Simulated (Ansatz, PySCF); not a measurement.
Reaction (SMILES): CC(N)=O -> C[C]=O + [NH2] (NH2) (the C-N bond at the site shown breaks; other sites are not compared here)
Structures are relaxed separately at B3LYP-D3(BJ)/def2-TZVP in Ansatz (a quantum-chemistry and plane-wave program), one conformer each, not searched for the lowest.
Geometry of the first species:
SMILES: CC(N)=O
```xyz
9

O      0.4073     1.2798     0.2946
C      0.0816     0.1387     0.0326
N      0.9986    -0.8468    -0.1812
C     -1.3711    -0.2792    -0.0780
H      0.7349    -1.7900    -0.3981
H     -1.8457     0.3222    -0.8532
H     -1.5079    -1.3352    -0.3102
H     -1.8688    -0.0520     0.8647
H      1.9753    -0.6128    -0.1189
```

Property: bond dissociation energy (enthalpy at 298 K, with B3LYP-D3(BJ) rigid-rotor harmonic-oscillator terms from PySCF), in kJ/mol. Valence correlation only, unless marked. UHF or UKS for open shells. Spin-orbit coupling is left out. Non-relativistic. Basis-set limits of correlation are two-point, X^-3; Hartree-Fock from the larger set. The bracket is a focal-point correction in the basis named.

```csv
level,program,bond dissociation energy (kJ/mol)
HF/cc-pwCVTZ,Ansatz,285.8
BLYP-D4/def2-TZVPD,Ansatz + dftd4,387.3
BLYP/def2-TZVPD,Ansatz,374.5
PBE0/6-31G*,Ansatz,418.4
PBE0-D4/def2-TZVP,Ansatz + dftd4,414.6
PBE0/def2-TZVPD,Ansatz,407.0
PBE0/def2-QZVPP,Ansatz,407.7
```

Task: Estimate the value at RI-MP2/CBS(cc-pVTZ,cc-pVQZ)+[CCSD(T)-MP2]/cc-pVTZ as computed with Ansatz.

Result: 411.9 kJ/mol
